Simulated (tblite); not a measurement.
C₅H₇O₂ (doublet state).
Structure used (GFN2-xTB), in Å, numbered top down from 1:
```
atom  x, y, z in Å
C1     2.1396    0.4896   -0.5803
C2     1.6789   -0.1103    0.4670
C3     0.4739   -0.7066    1.0220
C4    -0.6548   -0.8961   -0.0193
O5    -1.0653    0.3414   -0.5975
C6    -1.8640    1.1053    0.1256
O7    -2.3013    0.8611    1.2117
H8     3.1648    0.8222   -0.6503
H9     1.5346    0.7138   -1.4624
H10    0.7017   -1.6931    1.4360
H11    0.0980   -0.0791    1.8354
H12   -1.5146   -1.3670    0.4690
H13   -0.3066   -1.5048   -0.8548
H14   -2.0857    2.0233   -0.4443
```

Computed with GFN2-xTB (tblite): harmonic, unscaled wavenumbers at the GFN2-xTB geometry, gas phase. This tight-binding method is rough: wavenumbers can miss measured ones by several per cent, in bad cases by 10 to 20. One conformer, not necessarily the lowest. Open shells enter through the occupations alone, without spin polarisation, and single modes of such species can be off by tens of per cent.

Harmonic wavenumbers (cm⁻¹): 39.6, 83.6, 125.9, 164.6, 239.8, 302.3, 388.0, 431.2, 535.5, 733.9, 827.0, 861.3, 873.6, 936.4, 964.5, 986.7, 1007.0, 1035.2, 1134.2, 1181.0, 1223.6, 1287.5, 1308.7, 1352.9, 1367.4, 1419.7, 1433.3, 1782.4, 1817.9, 2831.4, 2854.5, 2934.1, 2947.2, 2963.9, 2997.0, 3050.1.

A = 5269, B = 1681, C = 1557 MHz; mass 99.045 u (most abundant isotopes); point group C1, symmetry number 1; spin multiplicity 2.

Zero-point energy?

Half the sum of the wavenumbers: 23211 cm⁻¹ = 66.36 kcal/mol.

What is S at 500 K and 1 bar for an ideal gas of classical rigid rotors and harmonic oscillators?

Translation 42.28, rotation 29.09, vibration 35.96, spin (R ln 2) 1.38: S = 108.7 cal/(mol K).

And Cp and H(500 K) − H(0)?

Cp = 42.24 cal/(mol K), of which vibrations give 34.29 (their classical limit is 36 R = 71.5); H(500 K) − H(0) = 12.92 kcal/mol without the zero-point energy, 8.95 from vibrations.

Blend soft modes into free rotors: weight 1/[1 + (100 cm⁻¹/ν̃)⁴] for the oscillator and the rest for a rotor with moment μB/(μ + B), μ = h/(8π²ν), B = 10⁻⁴⁴ kg m². What vibrational entropy results?

32.81 cal/(mol K) in place of 35.96, which changes −T·S at 500 K by +1.58 kcal/mol.

How do the functions run with temperature in this model?

| T (K) | S (cal/(mol K)) | Cp (cal/(mol K)) | H − H(0) (kcal/mol) | G − H(0) (kcal/mol) | ln q(vib) |
| --- | --- | --- | --- | --- | --- |
| 50 | 57.3 | 12.2 | 0.49 | -2.38 | 0.52 |
| 100 | 67.1 | 16.2 | 1.21 | -5.50 | 1.52 |
| 298.15 | 90.4 | 29.1 | 5.66 | -21.30 | 5.40 |
| 373.15 | 97.5 | 34.4 | 8.04 | -28.35 | 6.79 |
| 750 | 128.1 | 53.4 | 24.97 | -71.11 | 13.48 |
| 1000 | 144.5 | 60.6 | 39.28 | -105.24 | 17.58 |

q(vib) and H(0) count from the zero-point level.

Which modes carry the vibrational entropy at 500 K?

39.6 cm⁻¹: 6.30; 83.6 cm⁻¹: 4.82; 125.9 cm⁻¹: 4.02; 164.6 cm⁻¹: 3.49; 239.8 cm⁻¹: 2.76; 302.3 cm⁻¹: 2.33 cal/(mol K); the other 30 give 12.24 together.

What must be added to the electronic energy to get the Gibbs energy at 500 K and 1 bar?

ZPE + [H(500 K) − H(0)] − T·S = 66.36 + 12.92 − 54.36 = 24.92 kcal/mol.

Hindered rotation and anharmonicity are outside this model. Other conformers, if any are populated, would add a mixing term that is left out. The structure is chiral; the term R ln 2 for an equal mix with its mirror image is left out.
